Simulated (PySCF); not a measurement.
Electron correlation in Rb⁺ (rubidium, charge +1)

[Kr], closed-shell 1S. Calculation: PySCF 2.14, in def2-SVP with the def2 core potential (28 electrons); a scalar-relativistic core potential. Frozen: 4s2; 6 electrons correlated.

Total MP2 correlation energy: -37.03 mhartree.

Same-spin part -10.47 and opposite-spin part -26.56 mhartree; SCS-MP2 scales them by 1/3 and 6/5 to -35.36 mhartree.

```csv
level,correlation energy (mhartree)
CCSD,-41.74
(T),-0.55
CCSD(T),-42.29
```

Diagnostics: T1 = 0.0067, D1 = 0.0095, largest double amplitude 0.027.

Cost of the coupled-cluster step: 0.12 s of wall time on 1 thread of Intel(R) Xeon(R) Platinum 8375C CPU @ 2.90GHz (shared host), for 6 correlated electrons.

Iterations:

```
CC2 = 0
CCSD nocc = 3, nmo = 23
frozen orbitals [0]
max_cycle = 100
direct = 0
conv_tol = 1e-08
conv_tol_normt = 1e-06
diis_space = 8
diis_start_cycle = 0
Init t2, MP2 energy = -23.6995696658141  E_corr(MP2) -0.0370282077214211
Init E_corr(CCSD) = -0.0370282077214495
cycle = 1  E_corr(CCSD) = -0.0408260550019174  dE = -0.00379784728  norm(t1,t2) = 0.015966
cycle = 2  E_corr(CCSD) = -0.0415415455596952  dE = -0.000715490558  norm(t1,t2) = 0.00377034
cycle = 3  E_corr(CCSD) = -0.0417464782391583  dE = -0.000204932679  norm(t1,t2) = 0.000947957
cycle = 4  E_corr(CCSD) = -0.041743910006716  dE = 2.56823244e-06  norm(t1,t2) = 3.77766e-05
cycle = 5  E_corr(CCSD) = -0.0417439656328419  dE = -5.56261259e-08  norm(t1,t2) = 2.62897e-06
cycle = 6  E_corr(CCSD) = -0.0417439849447925  dE = -1.93119506e-08  norm(t1,t2) = 5.13859e-07
cycle = 7  E_corr(CCSD) = -0.0417439837991017  dE = 1.1456908e-09  norm(t1,t2) = 4.39823e-08
CCSD converged
E(CCSD) = -23.70428544189179  E_corr = -0.0417439837991017
CCSD(T) correction = -0.000552068815341246
```
